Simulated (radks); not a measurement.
Values are calculated unless marked as measured or tabulated.
Valence configurations of the hafnium ion Hf+ (all share [Xe]). Level of theory: scalar-relativistic Kohn-Sham, PBE, spin-polarised, spherical densities, point nucleus; open shells are filled with parallel spins first (spin-orbit coupling, left out, can overturn this in heavy ions) (a radial shooting solver on a logarithmic mesh with Libxc functionals). Energies are relative to 4f14 5d1 6s2; eigenvalues in eV for spin up.

| valence | E (eV) | moment (Bohr magnetons) | e(4f) | e(5d) | e(6p) | e(6s) |
|---|---|---|---|---|---|---|
| 4f14 5d1 6s2 | 0.000 | 1 | -26.161 | -10.974 | - | -12.068 |
| 4f14 5d0.5 6s2 6p0.5 | 2.110 | 1 | -28.223 | -12.287 | -7.778 | -12.984 |
| 4f14 5d3 | 2.251 | 3 | -21.564 | -8.610 | - | - |
| 4f14 5d1 6s1 6p1 | 3.960 | 3 | -27.535 | -12.356 | -8.125 | -13.363 |
| 4f14 6s2 6p1 | 4.512 | 1 | -30.315 | - | -8.481 | -13.865 |
| 4f13 5d2 6s2 | 18.007 | 3 | -34.820 | -12.804 | - | -12.755 |
| 4f13 5d1 6s2 6p1 | 24.140 | 3 | -39.194 | -15.622 | -8.796 | -14.601 |
| 4f13 5d1 6s1 6p2 | 28.345 | 5 | -40.407 | -16.830 | -9.682 | -15.707 |
| 4f12 5d3 6s2 | 42.073 | 5 | -43.993 | -14.551 | - | -13.298 |
| 4f12 5d1 6s1 6p3 | 63.602 | 7 | -54.305 | -21.587 | -11.139 | -17.954 |

NIST lists [Xe] 4f14 5d1 6s2 as the ground configuration; this level of theory agrees among the configurations tried. The energies are those of spherical high-spin densities, not of single terms.
